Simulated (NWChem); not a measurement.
Everything below was run with NWChem. System: sulfuric acid (H2O4S), charge 0, spin multiplicity 1, at a geometry optimised with PBE/def2-SVP. Level: LDA (SVWN5)/def2-SVP.

NWChem printed:

```
             Northwest Computational Chemistry Package (NWChem) 7.3.0
             --------------------------------------------------------

                                NWChem Input Module
                                -------------------

 Scaling coordinates for geometry "geometry" by  1.889725989
 (inverse scale =  0.529177249)

 Turning off AUTOSYM since
 SYMMETRY directive was detected!

                             Geometry "geometry" -> ""
                             -------------------------

 Output coordinates in angstroms (scale by  1.889725989 to convert to a.u.)

  No.       Tag          Charge          X              Y              Z
 ---- ---------------- ---------- -------------- -------------- --------------
    1 O                    8.0000    -0.30140200     1.23737600     0.87050300
    2 S                   16.0000     0.00000000     0.00000000    -0.17158000
    3 O                    8.0000     1.27118500     0.25249900    -0.84162900
    4 O                    8.0000    -1.27118500    -0.25249900    -0.84162900
    5 O                    8.0000     0.30140200    -1.23737600     0.87050300
    6 H                    1.0000     0.57212300     1.59532900     1.14164500
    7 H                    1.0000    -0.57212300    -1.59532900     1.14164500

 Effective nuclear repulsion energy (a.u.)     281.4230273473

            Nuclear Dipole moment (a.u.)
            ----------------------------
        X                 Y               Z
 ---------------- ---------------- ----------------
     0.0000000000     0.0000000000    -0.0000113384

      Symmetry information
      --------------------

 Group name             C2
 Group number              4
 Group order               2
 No. of unique centers     4

      Symmetry unique atoms

     1    2    3    6


 Summary of "ao basis" -> "" (spherical)
 ------------------------------------------------------------------------------
       Tag                 Description            Shells   Functions and Types
 ---------------- ------------------------------  ------  ---------------------
 *                          def2-svp                  on all atoms

                                 NWChem DFT Module
                                 -----------------

 Summary of "ao basis" -> "ao basis" (spherical)
 ------------------------------------------------------------------------------
       Tag                 Description            Shells   Functions and Types
 ---------------- ------------------------------  ------  ---------------------
 O                          def2-svp                 6       14   3s2p1d
 S                          def2-svp                 8       18   4s3p1d
 H                          def2-svp                 3        5   2s1p

 Summary of "ao basis" -> "ao basis" (spherical)
 ------------------------------------------------------------------------------
       Tag                 Description            Shells   Functions and Types
 ---------------- ------------------------------  ------  ---------------------
 O                          def2-svp                 6       14   3s2p1d
 S                          def2-svp                 8       18   4s3p1d
 H                          def2-svp                 3        5   2s1p

      Symmetry analysis of basis
      --------------------------

        a          43
        b          41

            General Information
            -------------------
          SCF calculation type: DFT
          Wavefunction type:  closed shell.
          No. of atoms     :     7
          No. of electrons :    50
           Alpha electrons :    25
            Beta electrons :    25
          Charge           :     0
          Spin multiplicity:     1
          Use of symmetry is: on ; symmetry adaption is: on
          Maximum number of iterations: 100
          AO basis - number of functions:    84
                     number of shells:    38
          Convergence on energy requested:  1.00D-06
          Convergence on density requested:  1.00D-05
          Convergence on gradient requested:  5.00D-04

              XC Information
              --------------
                        Slater Exchange Functional  1.000 local
[...]
    16 a          17 b          18 a          19 b          20 a
    21 a          22 b          23 a          24 b          25 b
    26 a          27 b          28 a          29 b          30 a
    31 b          32 a          33 a          34 b          35 a

------------------------------------------------------------
EAF file 0: "./mol.aoints.0" size=524288 bytes
------------------------------------------------------------
               write      read    awrite     aread      wait
               -----      ----    ------     -----      ----
     calls:        1         0         0         0         0
   data(b): 5.24e+05  0.00e+00  0.00e+00  0.00e+00
   time(s): 0.00e+00  0.00e+00  0.00e+00  0.00e+00  0.00e+00
rate(mb/s): 0.00e+00  0.00e+00
------------------------------------------------------------

   convergence    iter        energy       DeltaE   RMS-Dens  Diis-err    time
 ---------------- ----- ----------------- --------- --------- ---------  ------
 d= 0,ls=0.0,diis     1   -696.0926412990 -9.78D+02  4.33D-02  3.12D+00     0.9
 d= 0,ls=0.0,diis     2   -694.8643498751  1.23D+00  3.19D-02  1.60D+01     1.1
 d= 0,ls=0.0,diis     3   -696.3369111441 -1.47D+00  8.68D-03  5.93D-01     1.2
 d= 0,ls=0.0,diis     4   -696.3655471792 -2.86D-02  3.57D-03  3.06D-01     1.3
 d= 0,ls=0.0,diis     5   -696.3946300598 -2.91D-02  4.51D-04  4.02D-03     1.4
  Resetting Diis
 d= 0,ls=0.0,diis     6   -696.3949624357 -3.32D-04  1.25D-04  1.96D-04     1.6
 d= 0,ls=0.0,diis     7   -696.3949825061 -2.01D-05  5.63D-05  5.70D-06     1.7
 d= 0,ls=0.0,diis     8   -696.3949808615  1.64D-06  3.96D-05  2.26D-05     1.8
 d= 0,ls=0.0,diis     9   -696.3949830355 -2.17D-06  9.06D-06  1.48D-06     1.9
 d= 0,ls=0.0,diis    10   -696.3949831714 -1.36D-07  1.50D-06  2.67D-08     2.1

         Total DFT energy =     -696.394983171374
      One electron energy =    -1522.476729933981
           Coulomb energy =      601.974309232478
    Exchange-Corr. energy =      -57.315589817204
 Nuclear repulsion energy =      281.423027347332

 Numeric. integr. density =       50.000002833593

     Total iterative time =      1.8s

                  Occupations of the irreducible representations
                  ----------------------------------------------

                     irrep           alpha         beta
                     --------     --------     --------
                     a                13.0         13.0
                     b                12.0         12.0

                       DFT Final Molecular Orbital Analysis
                       ------------------------------------

 Vector   23  Occ=2.000000D+00  E=-3.000589D-01  Symmetry=a
              MO Center= -4.6D-14, -2.6D-14, -6.2D-01, r^2= 2.5D+00
   Bfn.  Coefficient  Atom+Function         Bfn.  Coefficient  Atom+Function
  ----- ------------  ---------------      ----- ------------  ---------------
    37      0.416551  3 O  py                51     -0.416551  4 O  py
    40      0.304204  3 O  py                54     -0.304204  4 O  py
     4     -0.137585  1 O  px                64      0.137585  5 O  px
    28      0.120896  2 S  d -2              36     -0.099876  3 O  px
    50      0.099876  4 O  px                75     -0.076763  6 H  s

 Vector   24  Occ=2.000000D+00  E=-2.949848D-01  Symmetry=b
              MO Center=  4.7D-14,  4.1D-14,  4.9D-02, r^2= 2.9D+00
   Bfn.  Coefficient  Atom+Function         Bfn.  Coefficient  Atom+Function
  ----- ------------  ---------------      ----- ------------  ---------------
     6      0.278164  1 O  pz                66     -0.278164  5 O  pz
     9      0.203171  1 O  pz                69     -0.203171  5 O  pz
    36     -0.199291  3 O  px                50     -0.199291  4 O  px
     5     -0.188379  1 O  py                65     -0.188379  5 O  py
    38     -0.178205  3 O  pz                52      0.178205  4 O  pz

 Vector   25  Occ=2.000000D+00  E=-2.882090D-01  Symmetry=b
              MO Center=  6.3D-14,  3.8D-14, -3.3D-01, r^2= 2.8D+00
   Bfn.  Coefficient  Atom+Function         Bfn.  Coefficient  Atom+Function
  ----- ------------  ---------------      ----- ------------  ---------------
    38      0.297943  3 O  pz                52     -0.297943  4 O  pz
    41      0.211609  3 O  pz                55     -0.211609  4 O  pz
     6      0.200258  1 O  pz                66     -0.200258  5 O  pz
    36      0.190172  3 O  px                50      0.190172  4 O  px
    37      0.186122  3 O  py                51      0.186122  4 O  py

 Vector   26  Occ=0.000000D+00  E=-3.824220D-02  Symmetry=a
              MO Center= -1.3D-14, -4.0D-14,  4.8D-01, r^2= 3.4D+00
   Bfn.  Coefficient  Atom+Function         Bfn.  Coefficient  Atom+Function
  ----- ------------  ---------------      ----- ------------  ---------------
    18      0.853974  2 S  s                  3     -0.528367  1 O  s
    63     -0.528367  5 O  s                 17      0.500056  2 S  s
    76      0.458467  6 H  s                 81      0.458467  7 H  s
    16     -0.311258  2 S  s                 35     -0.252210  3 O  s
    49     -0.252210  4 O  s                 39      0.194962  3 O  px

 Vector   27  Occ=0.000000D+00  E= 4.499883D-03  Symmetry=b
              MO Center=  9.3D-15,  5.6D-14,  2.9D-01, r^2= 4.0D+00
   Bfn.  Coefficient  Atom+Function         Bfn.  Coefficient  Atom+Function
  ----- ------------  ---------------      ----- ------------  ---------------
    26     -0.561704  2 S  py                76     -0.562938  6 H  s
    81      0.562938  7 H  s                  3      0.520842  1 O  s
    63     -0.520842  5 O  s                 23     -0.380023  2 S  py
    25      0.334652  2 S  px                37      0.259418  3 O  py
    51      0.259418  4 O  py                40      0.253214  3 O  py

 Vector   28  Occ=0.000000D+00  E= 2.249978D-02  Symmetry=a
              MO Center= -2.3D-13, -5.8D-13,  9.1D-01, r^2= 4.3D+00
   Bfn.  Coefficient  Atom+Function         Bfn.  Coefficient  Atom+Function
  ----- ------------  ---------------      ----- ------------  ---------------
    76      0.778496  6 H  s                 81      0.778496  7 H  s
    17     -0.586816  2 S  s                 18     -0.553570  2 S  s
     8     -0.301017  1 O  py                68      0.301017  5 O  py
    16      0.283243  2 S  s                 27     -0.273833  2 S  pz
     5     -0.244508  1 O  py                65      0.244508  5 O  py

 center of mass
 --------------
 x =   0.00000000 y =   0.00000000 z =  -0.04361199

 moments of inertia (a.u.)
 ------------------
         380.554149310050          -0.632338896842           0.000000000000
          -0.632338896842         377.373876561072           0.000000000000
           0.000000000000           0.000000000000         397.843875567039

     Multipole analysis of the density
     ---------------------------------

     L   x y z        total         alpha         beta         nuclear
     -   - - -        -----         -----         ----         -------
     0   0 0 0     -0.000000    -25.000000    -25.000000     50.000000

     1   1 0 0      0.000000      0.000000      0.000000      0.000000
     1   0 1 0     -0.000000     -0.000000     -0.000000      0.000000
     1   0 0 1      1.135112      0.567561      0.567561     -0.000011

     2   2 0 0    -28.426385    -64.141530    -64.141530     99.856675
     2   1 1 0      3.148625     -0.200246     -0.200246      3.549118
     2   1 0 1      0.000000      0.000000      0.000000     -0.000000
     2   0 2 0    -22.604720    -65.953627    -65.953627    109.302533
     2   0 1 1      0.000000      0.000000      0.000000      0.000000
     2   0 0 2    -25.441084    -60.100672    -60.100672     94.760260

 Task  times  cpu:        2.1s     wall:        2.1s

 Total times  cpu:        2.1s     wall:        2.1s
```

Write an NWChem input that would produce this output.

Several could match; the one computed here: 
```
start mol
memory heap 200 mb stack 900 mb global 1100 mb
geometry units angstroms nocenter noautoz
  O     -0.301402     1.237376     0.870503
  S      0.000000     0.000000    -0.171580
  O      1.271185     0.252499    -0.841629
  O     -1.271185    -0.252499    -0.841629
  O      0.301402    -1.237376     0.870503
  H      0.572123     1.595329     1.141645
  H     -0.572123    -1.595329     1.141645
  symmetry group C2
end
basis spherical
  * library def2-svp
end
dft
  xc slater vwn_5
  semidirect memsize 60000000 filesize 0
  iterations 100
end
task dft energy
```
